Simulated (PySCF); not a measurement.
# Vertical excitation energies

Compound: trans-Hf(NH3)2Cl4 (singlet state).
Bonds: Hf1–N2, Hf1–N6, Hf1–Cl10, Hf1–Cl11, Hf1–Cl12, Hf1–Cl13. Hydrogens: H3, H4, H5 on N2; H7, H8, H9 on N6.

Method used: TDDFT CAM-B3LYP/def2-SVPD, vertical, gas phase, core orbitals frozen in the response, def2 core potentials past Kr in PySCF 2.14.0, density-fitted response routines. Geometry: PBE0-D3(BJ)/def2-SVP; no solvent, vibrations or thermal averaging. Spin–orbit coupling is left out.

```
state  E (eV)  ν̃ (cm⁻¹)       f  main configurations (H = HOMO, L = LUMO)
   S1    5.09      41030  0.0000                             H→L/L+1 (99%)
   S2    5.09      41070  0.0000                             H→L/L+1 (99%)
   S3    5.51      44450  0.0000                      H-2/H-1→L/L+1 (≥93%)
   S4    5.54      44690  0.0000                      H-2/H-1→L/L+1 (≥80%)
   S5    5.62      45290  0.0004                      H-2/H-1→L/L+1 (≥85%)
   S6    5.62      45370  0.0038                      H-2/H-1→L/L+1 (≥89%)
   S7    5.64      45510  0.0000                               H→L+2 (88%)
   S8    5.88      47440  0.0014      H-3→L/L+1 (≥49%), H-2/H-1→L+2 (≥42%)
   S9    5.89      47470  0.0014      H-3→L/L+1 (≥48%), H-2/H-1→L+2 (≥43%)
```

Triplets, Tamm–Dancoff:

```tsv
state	E (eV)	λ (nm)	main configurations (H = HOMO, L = LUMO)
T1	5.02	246.9	H→L/L+1 (98%)
T2	5.03	246.6	H→L/L+1 (98%)
T3	5.26	235.7	H→L+2 (98%)
```

The lowest singlet level (S1/S2) lies at 5.09 eV (244 nm, ultraviolet) and is dark (f under 0.0005). The largest oscillator strength of a single state is 0.0038. S1/S2, S5/S6 and S8/S9 lie within about 0.01 eV of each other in each set. For S1 the Löwdin share of hafnium is at most 1% in HOMO and 67% in LUMO (ligand-to-metal charge transfer by this measure). The listed states span 0.80 eV, and the widest gap between neighbours is 0.42 eV (S2 to S3). Of the 9 states listed, none reaches f = 0.01 and 6 stay under 0.0005. The vertical ionisation energy (ΔSCF) is 9.94 eV, 4.05 eV above S9. Orbitals of the list HOMO-3 to LUMO+2 that lie within 0.01 eV of each other are written together with a slash and their weights summed (≥ marks a lower bound); for degenerate orbitals outside that list single weights are arbitrary. Only the lowest 10 singlets were computed, as vertical energies without vibronic structure. The highest level found (6.14 eV, f 0.029 so far) is left out, since the window may have cut off a degenerate partner.

The run took 18 min of wall time (grids of density and orbitals included) on an Intel Xeon at 2.50 GHz with one thread, shared host with 64 logical CPUs at a one-minute load of 58, and the process peaked at 1.5 GiB of memory.
